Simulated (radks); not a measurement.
Results of a calculation; reference values are marked as such.
Task: The mean radii <r> (bohr) of the occupied orbitals of an atom or ion are listed with their occupations. Code: a radial shooting solver on a logarithmic mesh with Libxc functionals. Model: Dirac Kohn-Sham, PBE, spin-unpolarised, spherical densities, point nucleus.

| orbital | occ. | <r> |
|---|---|---|
| 1s1/2 | 2 | 0.02112 |
| 2s1/2 | 2 | 0.08916 |
| 2p1/2 | 2 | 0.07434 |
| 2p3/2 | 4 | 0.08138 |
| 3s1/2 | 2 | 0.2320 |
| 3p1/2 | 2 | 0.2215 |
| 3p3/2 | 4 | 0.2343 |
| 3d3/2 | 4 | 0.2064 |
| 3d5/2 | 6 | 0.2104 |
| 4s1/2 | 2 | 0.4824 |
| 4p1/2 | 2 | 0.4826 |
| 4p3/2 | 4 | 0.5026 |
| 5s1/2 | 2 | 0.8502 |

Name the element and its charge. Open shells, if any, are shared by 2j + 1.

Result: Z = 66, dysprosium, charge +28: Dy28+ in [Kr] 5s2. The 1s radius gives Z: for a bare nucleus <r> = (2 gamma + 1)/(2Z) with gamma = sqrt(1 - (Z/c)^2), 0.02085 bohr for Z = 66, and screening makes it slightly larger (0.02112 here). The occupations add up to 38, and the charge is Z minus that.
